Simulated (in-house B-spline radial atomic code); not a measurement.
Configurations of Nb⁴⁺, with energies counted from [Kr] (4d3/2)1. Method: Dirac-Hartree-Fock, average of each configuration as written, Fermi nucleus of rms radius 4.324 fm. Calculated with a B-spline radial code for spherical atoms. Energies include first-order Breit, QED and recoil terms.

Occupations are held fixed; configurations that lie above the ionisation limit could autoionise.

| configuration | E - E(ref) (eV) | highest orbital | its <r> (bohr) |
| --- | --- | --- | --- |
| [Kr] (4d5/2)1 | 0.21742 | 4d5/2 | 1.619 |
| [Kr] (5f7/2)1 | 34.926 | 5f7/2 | 5.647 |
| [Kr] 7s1 | 35.655 | 7s1/2 | 7.42 |
| [Ar] 3d10 4s2 (4p1/2)1 (4p3/2)4 (4d5/2)2 | 37.094 | 4d5/2 | 1.59 |
| [Kr] (6f7/2)1 | 39.426 | 6f7/2 | 8.801 |
| [Ar] 3d10 4s2 (4p1/2)1 (4p3/2)4 (4d3/2)1 (4f5/2)1 | 65.667 | 4f5/2 | 3.015 |

(1) Order these further configurations by energy, lowest first.
A. [Kr] (8p3/2)1
B. [Kr] (7g7/2)1
C. [Kr] (4f5/2)1
D. [Ar] (3d3/2)3 (3d5/2)6 4s2 4p6 (4d5/2)2
E. [Kr] 8s1

(2) How far above the reference does [Ar] 3d10 4s2 (4p1/2)1 (4p3/2)4 (4d5/2)1 8s1 lie?

## Answers

(1) C (26.882 eV), E (39.936 eV), A (40.806 eV), B (42.545 eV), D (211.66 eV).

(2) 78.061 eV; its least bound orbital is 8s1/2 with <r> = 10.67 bohr.
